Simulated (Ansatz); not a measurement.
A short molecular-dynamics run on F2H2HfOSe (`[OH][Hf]([F])([F])[SeH]`).

```yaml
crystal:
  periodic: [false, false, false]
  atoms:
    - {symbol: O, position_ang: [-0.490804, 0.502941, 1.352634]}
    - {symbol: Hf, position_ang: [0.188000, -0.628185, -0.011414]}
    - {symbol: F, position_ang: [1.910893, -1.296977, 0.434631]}
    - {symbol: F, position_ang: [-0.932319, -2.140332, -0.281355]}
    - {symbol: Se, position_ang: [0.328651, 0.755873, -2.201215]}
    - {symbol: H, position_ang: [-0.807880, 0.897920, 2.159109]}
    - {symbol: H, position_ang: [-0.196540, 1.908760, -1.452389]}
basis:
  gaussian: {orbitals: def2-SVP}
hamiltonian: {xc: {name: revPBE}}
md: {timestep: 1 fs, n_steps: 30, ensemble: nvt_nose_hoover, temperature: 1500, initial_velocities: maxwell_boltzmann, seed: 528}
```

```sh
$ ansatz run in.yaml --threads 4 --pin off --events-out ev --progress --plain --max-ram 10444MiB
```

| step | time (fs) | potential energy (eV) | kinetic (eV) | T (K) | conserved (eV) |
| --- | --- | --- | --- | --- | --- |
| 0 | 0.0 | -74157.0913 | 0.9695 | 1500 | -74156.1218 |
| 1 | 1.0 | -74157.0610 | 0.9407 | 1455 | -74156.1204 |
| 2 | 2.0 | -74157.0228 | 0.9019 | 1395 | -74156.1209 |
| 3 | 3.0 | -74156.9711 | 0.8496 | 1315 | -74156.1215 |
| 4 | 4.0 | -74156.8994 | 0.7793 | 1206 | -74156.1201 |
| 5 | 5.0 | -74156.8284 | 0.7099 | 1098 | -74156.1186 |
| 6 | 6.0 | -74156.7810 | 0.6624 | 1025 | -74156.1188 |
| 7 | 7.0 | -74156.7538 | 0.6338 | 981 | -74156.1204 |
| 8 | 8.0 | -74156.7250 | 0.6048 | 936 | -74156.1207 |
| 9 | 9.0 | -74156.6900 | 0.5718 | 885 | -74156.1189 |
| 10 | 10.0 | -74156.6735 | 0.5562 | 861 | -74156.1183 |
| 11 | 11.0 | -74156.6851 | 0.5668 | 877 | -74156.1195 |
| 12 | 12.0 | -74156.7086 | 0.5904 | 913 | -74156.1198 |
| 13 | 13.0 | -74156.7387 | 0.6214 | 961 | -74156.1194 |
| 14 | 14.0 | -74156.7813 | 0.6641 | 1028 | -74156.1197 |
| 15 | 15.0 | -74156.8300 | 0.7120 | 1102 | -74156.1211 |
| 16 | 16.0 | -74156.8639 | 0.7455 | 1154 | -74156.1220 |
| 17 | 17.0 | -74156.8697 | 0.7532 | 1165 | -74156.1208 |
| 18 | 18.0 | -74156.8642 | 0.7500 | 1161 | -74156.1192 |
| 19 | 19.0 | -74156.8693 | 0.7550 | 1168 | -74156.1201 |
| 20 | 20.0 | -74156.8731 | 0.7583 | 1173 | -74156.1215 |
| 21 | 21.0 | -74156.8555 | 0.7419 | 1148 | -74156.1211 |
| 22 | 22.0 | -74156.8203 | 0.7084 | 1096 | -74156.1202 |
| 23 | 23.0 | -74156.7800 | 0.6690 | 1035 | -74156.1202 |
| 24 | 24.0 | -74156.7356 | 0.6248 | 967 | -74156.1207 |
| 25 | 25.0 | -74156.6795 | 0.5698 | 882 | -74156.1205 |
| 26 | 26.0 | -74156.6165 | 0.5091 | 788 | -74156.1190 |
| 27 | 27.0 | -74156.5686 | 0.4623 | 715 | -74156.1186 |
| 28 | 28.0 | -74156.5402 | 0.4327 | 670 | -74156.1205 |
| 29 | 29.0 | -74156.5048 | 0.3974 | 615 | -74156.1212 |
| 30 | 30.0 | -74156.4507 | 0.3452 | 534 | -74156.1199 |

Velocities are drawn at the set temperature; a run this short doesn't reach equilibrium.

Frames (Å, forces in eV/Å):

```xyz
7
time=0.0 fs
O    -0.491    0.503    1.353   -0.022    0.135   -0.077
Hf    0.188   -0.628   -0.011    0.013    0.259   -0.361
F     1.911   -1.297    0.435    0.694   -0.272    0.171
F    -0.932   -2.140   -0.281   -0.445   -0.610   -0.116
Se    0.329    0.756   -2.201    0.138   -0.122   -0.410
H    -0.808    0.898    2.159   -0.255    0.320    0.641
H    -0.197    1.909   -1.452   -0.123    0.290    0.152
7
time=1.0 fs
O    -0.481    0.501    1.337   -0.059    0.262   -0.102
Hf    0.188   -0.627   -0.011   -0.074   -0.120   -0.925
F     1.897   -1.304    0.440    0.938   -0.344    0.245
F    -0.925   -2.152   -0.277   -0.393   -0.499   -0.087
Se    0.328    0.758   -2.202   -0.013    0.224   -0.188
H    -0.786    0.860    2.154   -0.434    0.537    1.126
H    -0.206    1.927   -1.442    0.035   -0.059   -0.070
7
time=2.0 fs
O    -0.470    0.500    1.321   -0.381    0.745    0.622
Hf    0.188   -0.626   -0.010   -0.144   -0.532   -1.516
F     1.883   -1.312    0.445    1.174   -0.416    0.319
F    -0.917   -2.164   -0.272   -0.339   -0.383   -0.056
Se    0.327    0.760   -2.203   -0.143    0.522    0.004
H    -0.769    0.827    2.159   -0.339    0.424    0.889
H    -0.215    1.945   -1.432    0.173   -0.360   -0.262
7
time=3.0 fs
O    -0.460    0.499    1.305   -0.879    1.406    1.887
Hf    0.188   -0.624   -0.009   -0.197   -0.966   -2.114
F     1.870   -1.320    0.450    1.395   -0.484    0.393
F    -0.910   -2.176   -0.268   -0.285   -0.261   -0.026
Se    0.327    0.763   -2.204   -0.235    0.732    0.141
H    -0.755    0.799    2.173   -0.070    0.147    0.118
H    -0.223    1.959   -1.425    0.271   -0.573   -0.398
7
time=4.0 fs
O    -0.451    0.499    1.291   -1.343    1.994    3.136
Hf    0.188   -0.623   -0.009   -0.238   -1.400   -2.687
F     1.858   -1.328    0.455    1.593   -0.546    0.461
F    -0.903   -2.189   -0.264   -0.230   -0.136    0.003
Se    0.326    0.765   -2.204   -0.279    0.836    0.214
H    -0.741    0.772    2.188    0.177   -0.067   -0.659
H    -0.227    1.967   -1.421    0.321   -0.681   -0.468
7
time=5.0 fs
O    -0.442    0.500    1.278   -1.644    2.386    3.968
Hf    0.188   -0.622   -0.009   -0.275   -1.809   -3.203
F     1.847   -1.336    0.461    1.760   -0.599    0.522
F    -0.896   -2.201   -0.259   -0.175   -0.007    0.030
Se    0.325    0.768   -2.205   -0.275    0.830    0.221
H    -0.726    0.744    2.197    0.287   -0.121   -1.070
H    -0.229    1.970   -1.422    0.322   -0.680   -0.469
7
time=6.0 fs
O    -0.435    0.502    1.268   -1.745    2.566    4.218
Hf    0.188   -0.621   -0.008   -0.315   -2.169   -3.631
F     1.836   -1.344    0.467    1.891   -0.638    0.572
F    -0.889   -2.214   -0.255   -0.119    0.125    0.055
Se    0.325    0.771   -2.206   -0.222    0.712    0.162
H    -0.708    0.715    2.196    0.236   -0.027   -0.977
H    -0.228    1.965   -1.428    0.273   -0.570   -0.399
7
time=7.0 fs
O    -0.428    0.506    1.260   -1.658    2.570    3.872
Hf    0.188   -0.620   -0.009   -0.362   -2.462   -3.952
F     1.826   -1.353    0.473    1.981   -0.661    0.609
F    -0.882   -2.226   -0.250   -0.063    0.259    0.077
Se    0.324    0.773   -2.206   -0.120    0.488    0.038
H    -0.688    0.686    2.185    0.047    0.162   -0.383
H    -0.224    1.956   -1.437    0.176   -0.355   -0.262
7
time=8.0 fs
O    -0.422    0.512    1.255   -1.451    2.475    3.098
Hf    0.187   -0.619   -0.009   -0.414   -2.681   -4.153
F     1.818   -1.363    0.480    2.028   -0.668    0.631
F    -0.875   -2.238   -0.246   -0.009    0.392    0.096
Se    0.323    0.776   -2.207    0.022    0.173   -0.140
H    -0.667    0.658    2.170   -0.214    0.362    0.535
H    -0.219    1.942   -1.449    0.038   -0.053   -0.068
7
time=9.0 fs
O    -0.418    0.519    1.252   -1.260    2.383    2.367
Hf    0.187   -0.619   -0.009   -0.468   -2.828   -4.232
F     1.810   -1.372    0.487    2.033   -0.657    0.639
F    -0.868   -2.251   -0.241    0.042    0.521    0.110
Se    0.322    0.779   -2.208    0.186   -0.190   -0.347
H    -0.648    0.634    2.161   -0.410    0.477    1.308
H    -0.213    1.929   -1.462   -0.123    0.295    0.156
7
time=10.0 fs
O    -0.414    0.527    1.250   -1.220    2.344    2.242
Hf    0.187   -0.618   -0.010   -0.522   -2.907   -4.194
F     1.804   -1.382    0.494    1.999   -0.629    0.632
F    -0.861   -2.262   -0.237    0.088    0.643    0.120
Se    0.322    0.782   -2.208    0.339   -0.527   -0.540
H    -0.633    0.614    2.164   -0.414    0.461    1.377
H    -0.208    1.918   -1.473   -0.271    0.616    0.363
7
time=11.0 fs
O    -0.410    0.537    1.249   -1.318    2.301    2.781
Hf    0.187   -0.618   -0.011   -0.573   -2.920   -4.040
F     1.798   -1.392    0.501    1.928   -0.585    0.610
F    -0.854   -2.274   -0.232    0.130    0.758    0.125
Se    0.321    0.785   -2.209    0.436   -0.746   -0.659
H    -0.623    0.599    2.181   -0.239    0.377    0.688
H    -0.206    1.913   -1.480   -0.364    0.815    0.495
7
time=12.0 fs
O    -0.408    0.549    1.250   -1.417    2.168    3.472
Hf    0.187   -0.618   -0.012   -0.623   -2.866   -3.775
F     1.794   -1.403    0.509    1.821   -0.523    0.572
F    -0.847   -2.285   -0.227    0.167    0.864    0.126
Se    0.320    0.787   -2.210    0.447   -0.777   -0.661
H    -0.614    0.587    2.204   -0.026    0.309   -0.242
H    -0.207    1.916   -1.483   -0.369    0.824    0.508
7
time=13.0 fs
O    -0.406    0.561    1.253   -1.407    1.917    3.817
Hf    0.186   -0.618   -0.013   -0.672   -2.745   -3.409
F     1.790   -1.414    0.517    1.682   -0.445    0.520
F    -0.840   -2.296   -0.222    0.200    0.965    0.122
Se    0.320    0.790   -2.211    0.367   -0.615   -0.543
H    -0.606    0.578    2.224    0.113    0.286   -0.906
H    -0.212    1.926   -1.481   -0.284    0.637    0.399
7
time=14.0 fs
O    -0.406    0.575    1.258   -1.260    1.575    3.613
Hf    0.186   -0.618   -0.015   -0.717   -2.569   -2.960
F     1.787   -1.425    0.526    1.515   -0.351    0.454
F    -0.833   -2.306   -0.218    0.229    1.060    0.115
Se    0.319    0.792   -2.212    0.228   -0.325   -0.346
H    -0.597    0.572    2.236    0.143    0.292   -1.085
H    -0.219    1.943   -1.475   -0.138    0.318    0.209
7
time=15.0 fs
O    -0.406    0.590    1.266   -0.995    1.189    2.848
Hf    0.186   -0.618   -0.017   -0.752   -2.352   -2.455
F     1.785   -1.436    0.534    1.326   -0.244    0.376
F    -0.825   -2.315   -0.213    0.254    1.148    0.103
Se    0.319    0.795   -2.213    0.070    0.001   -0.126
H    -0.586    0.569    2.238    0.071    0.298   -0.744
H    -0.228    1.963   -1.467    0.026   -0.039   -0.002
7
time=16.0 fs
O    -0.406    0.605    1.275   -0.654    0.806    1.634
Hf    0.185   -0.619   -0.018   -0.772   -2.115   -1.920
F     1.784   -1.447    0.543    1.120   -0.127    0.290
F    -0.818   -2.325   -0.208    0.275    1.229    0.089
Se    0.318    0.797   -2.214   -0.069    0.286    0.069
H    -0.575    0.569    2.232   -0.071    0.278    0.025
H    -0.237    1.983   -1.459    0.171   -0.357   -0.187
7
time=17.0 fs
O    -0.407    0.621    1.286   -0.314    0.457    0.306
Hf    0.185   -0.619   -0.020   -0.772   -1.877   -1.379
F     1.783   -1.459    0.552    0.907   -0.003    0.197
F    -0.810   -2.333   -0.203    0.289    1.300    0.071
Se    0.318    0.800   -2.215   -0.170    0.486    0.212
H    -0.564    0.571    2.227   -0.217    0.226    0.911
H    -0.244    1.999   -1.453    0.277   -0.589   -0.319
7
time=18.0 fs
O    -0.409    0.637    1.296   -0.073    0.135   -0.576
Hf    0.184   -0.620   -0.022   -0.750   -1.654   -0.852
F     1.783   -1.470    0.561    0.693    0.125    0.102
F    -0.802   -2.341   -0.198    0.296    1.359    0.052
Se    0.317    0.802   -2.216   -0.225    0.584    0.292
H    -0.555    0.575    2.230   -0.277    0.169    1.368
H    -0.248    2.009   -1.450    0.335   -0.717   -0.387
7
time=19.0 fs
O    -0.410    0.654    1.306    0.023   -0.193   -0.643
Hf    0.184   -0.621   -0.024   -0.705   -1.454   -0.350
F     1.783   -1.481    0.570    0.483    0.252    0.006
F    -0.794   -2.348   -0.192    0.295    1.405    0.031
Se    0.316    0.805   -2.217   -0.230    0.575    0.308
H    -0.549    0.581    2.247   -0.209    0.150    1.037
H    -0.249    2.013   -1.451    0.343   -0.735   -0.389
7
time=20.0 fs
O    -0.411    0.670    1.316    0.029   -0.530   -0.144
Hf    0.183   -0.621   -0.027   -0.641   -1.276    0.120
F     1.783   -1.493    0.579    0.281    0.377   -0.089
F    -0.786   -2.354   -0.187    0.286    1.439    0.009
Se    0.316    0.808   -2.218   -0.186    0.458    0.258
H    -0.545    0.589    2.273   -0.070    0.175    0.170
H    -0.247    2.009   -1.455    0.299   -0.642   -0.324
7
time=21.0 fs
O    -0.412    0.686    1.326    0.034   -0.847    0.372
Hf    0.183   -0.622   -0.029   -0.562   -1.116    0.556
F     1.784   -1.504    0.589    0.090    0.499   -0.181
F    -0.778   -2.360   -0.182    0.271    1.460   -0.014
Se    0.315    0.811   -2.219   -0.094    0.237    0.144
H    -0.542    0.598    2.301    0.055    0.209   -0.683
H    -0.242    2.000   -1.463    0.206   -0.442   -0.194
7
time=22.0 fs
O    -0.413    0.701    1.336    0.085   -1.117    0.545
Hf    0.182   -0.623   -0.031   -0.472   -0.966    0.958
F     1.784   -1.515    0.598   -0.090    0.617   -0.271
F    -0.770   -2.365   -0.177    0.249    1.471   -0.039
Se    0.315    0.813   -2.220    0.039   -0.075   -0.025
H    -0.538    0.609    2.323    0.118    0.221   -1.161
H    -0.235    1.986   -1.472    0.071   -0.150   -0.008
7
time=23.0 fs
O    -0.415    0.716    1.346    0.190   -1.327    0.256
Hf    0.182   -0.624   -0.033   -0.376   -0.824    1.325
F     1.784   -1.525    0.606   -0.257    0.730   -0.357
F    -0.761   -2.369   -0.172    0.221    1.470   -0.064
Se    0.314    0.816   -2.221    0.197   -0.440   -0.227
H    -0.533    0.623    2.333    0.114    0.196   -1.146
H    -0.228    1.971   -1.481   -0.089    0.196    0.213
7
time=24.0 fs
O    -0.416    0.730    1.356    0.340   -1.477   -0.486
Hf    0.181   -0.625   -0.035   -0.276   -0.686    1.657
F     1.785   -1.535    0.615   -0.410    0.837   -0.439
F    -0.753   -2.372   -0.167    0.187    1.458   -0.090
Se    0.313    0.819   -2.222    0.347   -0.789   -0.421
H    -0.527    0.638    2.333    0.053    0.133   -0.646
H    -0.221    1.957   -1.489   -0.241    0.525    0.426
7
time=25.0 fs
O    -0.416    0.743    1.366    0.509   -1.575   -1.538
Hf    0.180   -0.626   -0.036   -0.172   -0.552    1.953
F     1.785   -1.545    0.624   -0.546    0.936   -0.515
F    -0.744   -2.375   -0.162    0.146    1.432   -0.117
Se    0.313    0.822   -2.223    0.447   -1.030   -0.550
H    -0.520    0.654    2.326   -0.041    0.043    0.195
H    -0.216    1.949   -1.492   -0.343    0.746    0.571
7
time=26.0 fs
O    -0.417    0.755    1.376    0.651   -1.651   -2.515
Hf    0.180   -0.627   -0.038   -0.065   -0.421    2.215
F     1.785   -1.554    0.632   -0.665    1.026   -0.585
F    -0.735   -2.377   -0.157    0.098    1.392   -0.143
Se    0.312    0.824   -2.224    0.461   -1.087   -0.566
H    -0.514    0.671    2.322   -0.120   -0.040    0.992
H    -0.215    1.948   -1.490   -0.359    0.783    0.601
7
time=27.0 fs
O    -0.417    0.766    1.383    0.712   -1.747   -2.887
Hf    0.179   -0.628   -0.040    0.043   -0.295    2.442
F     1.784   -1.563    0.640   -0.765    1.106   -0.646
F    -0.726   -2.378   -0.152    0.042    1.335   -0.170
Se    0.312    0.826   -2.226    0.385   -0.946   -0.456
H    -0.509    0.688    2.326   -0.133   -0.075    1.214
H    -0.217    1.954   -1.482   -0.283    0.621    0.503
7
time=28.0 fs
O    -0.417    0.776    1.389    0.686   -1.868   -2.476
Hf    0.178   -0.630   -0.041    0.154   -0.171    2.636
F     1.783   -1.571    0.647   -0.847    1.176   -0.700
F    -0.718   -2.379   -0.147   -0.022    1.262   -0.196
Se    0.311    0.829   -2.227    0.243   -0.664   -0.256
H    -0.505    0.704    2.343   -0.072   -0.056    0.680
H    -0.222    1.966   -1.469   -0.143    0.320    0.312
7
time=29.0 fs
O    -0.416    0.785    1.394    0.622   -1.981   -1.676
Hf    0.177   -0.631   -0.043    0.264   -0.045    2.800
F     1.782   -1.579    0.655   -0.910    1.236   -0.746
F    -0.709   -2.379   -0.143   -0.094    1.173   -0.221
Se    0.311    0.831   -2.228    0.080   -0.333   -0.021
H    -0.502    0.719    2.365    0.018   -0.022   -0.220
H    -0.229    1.982   -1.454    0.020   -0.028    0.084
7
time=30.0 fs
O    -0.415    0.793    1.397    0.570   -2.058   -1.002
Hf    0.177   -0.632   -0.044    0.373    0.087    2.936
F     1.780   -1.586    0.662   -0.959    1.287   -0.785
F    -0.700   -2.378   -0.138   -0.171    1.070   -0.246
Se    0.311    0.833   -2.229   -0.068   -0.034    0.197
H    -0.499    0.734    2.386    0.086   -0.008   -0.973
H    -0.235    1.997   -1.437    0.168   -0.344   -0.127
```

Run time 49 s (4 threads of an Arm Neoverse V1 on a shared host); peak host memory 0.18 GiB.
